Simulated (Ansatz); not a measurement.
Geometry optimisation, RKS BLYP-D4/def2-SVP (Ansatz).

Input:

```yaml
crystal:
  periodic: [false, false, false]
  atoms:
    - { symbol: Sn, position_ang: [0.077738, -0.071083, 0.140563] }
    - { symbol: H, position_ang: [0.66113, -0.134128, 1.757136] }
    - { symbol: O, position_ang: [2.045874, -0.116705, -0.041457] }
    - { symbol: H, position_ang: [2.38602, -0.635741, 0.707009] }
    - { symbol: H, position_ang: [-0.480545, 1.441003, -0.476052] }
    - { symbol: H, position_ang: [-0.789218, -1.435446, -0.500798] }
basis:
  gaussian: { orbitals: def2-SVP }
hamiltonian:
  xc: blyp
  dispersion: d4
relax:
  f_tol: 0.03
  max_steps: 50
```

Launched with:

```bash
$ ansatz run input.yaml --threads 1 --pin off --max-ram 2048MiB --backend cpu --events-out ev --progress --plain --runs-dir out
```

Task: Where does it end, and by what steps?

Result: The forces met the threshold. The force dipped under the threshold on the way, but the program's further checks kept it going. After 11 steps the energy has fallen by 0.706 eV; H2 moved furthest, 0.76 Å.

```
step  energy less start (eV)  largest force component (eV/Å)  accepted
   0                  0.0000                           1.649       yes
   1                 -0.4223                           0.759       yes
   2                 -0.6026                           0.507       yes
   3                 -0.6789                           0.508       yes
   4                 -0.6898                           0.420       yes
   5                 -0.6955                           0.032       yes
   6                 -0.7041                           0.026       yes
   7                 -0.5111                           3.036        no
   8                 -0.7010                           0.440        no
   9                 -0.7052                           0.068       yes
  10                 -0.7054                           0.123       yes
  11                 -0.7061                           0.003       yes
```

```xyz
6
Properties=species:S:1:pos:R:3
Sn 0.168 -0.046 0.299
H -0.042 -0.028 2.026
O 2.145 -0.029 -0.149
H 2.590 -0.805 0.247
H -0.380 1.413 -0.442
H -0.580 -1.457 -0.394
```

Whether the end is a true minimum wasn't checked by a vibrational analysis.

The run took 8.4 s on 1 thread of Intel(R) Xeon(R) 6975P-C (Granite Rapids), with other jobs on the host, peak memory 0.13 GiB.
